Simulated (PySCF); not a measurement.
H2O2, charge +1, doublet, geometry from GFN2-xTB (a state made from the parent by changing its charge; the spin is typed, not shown lowest). Base run: DF-HF/6-31G in PySCF.

Input for PySCF:
```python
from pyscf import gto, scf

mol = gto.Mole()
mol.atom = '''
    O    -0.59065691   -0.01900468    0.25930853
    O     0.59065691    0.01900468   -0.25930853
    H    -1.28947104   -0.03417302   -0.46351846
    H     1.28947104    0.03417302    0.46351846
'''
mol.basis = '6-31g'
mol.charge = 1
mol.spin = 1
mol.verbose = 4
mol.build()

mf = scf.UHF(mol)
mf = mf.density_fit(auxbasis='def2-universal-jkfit')
mf.kernel()
mf.analyze()
```

Each row names what was changed in the base input (with any setting that the change needs).

| change | basis functions | E (Eh) | HOMO (eV) |
|---|---|---|---|
| base | 22 | -150.33177 | -24.24 |
| basis = STO-3G | 12 | -148.48964 | -22.55 |
| basis = pcseg-0 | 22 | -149.92143 | -24.50 |
| basis = def2-SV(P) | 32 | -150.27037 | -24.25 |
| basis = 6-31G** | 38 | -150.41746 | -24.06 |
| basis = 6-31+G* | 40 | -150.40669 | -24.06 |
| basis = 6-311++G** | 58 | -150.46229 | -23.91 |
| basis = def2-SVPD | 62 | -150.30300 | -24.09 |
| basis = aug-pcseg-1 | 64 | -150.37941 | -24.00 |
| basis = def2-TZVP | 74 | -150.48626 | -23.94 |
| basis = pc-2 | 88 | -150.48367 | -23.95 |
| basis = cc-pVQZ | 170 | -150.49352 | -23.94 |
| basis = def2-QZVPP | 174 | -150.49594 | -23.94 |

Totals compare only among sets that treat the same electrons; sets with core potentials leave the core out.

Open shells are given as the SCF converged; they aren't shown to be the lowest states, and a large step between rows can be another state.
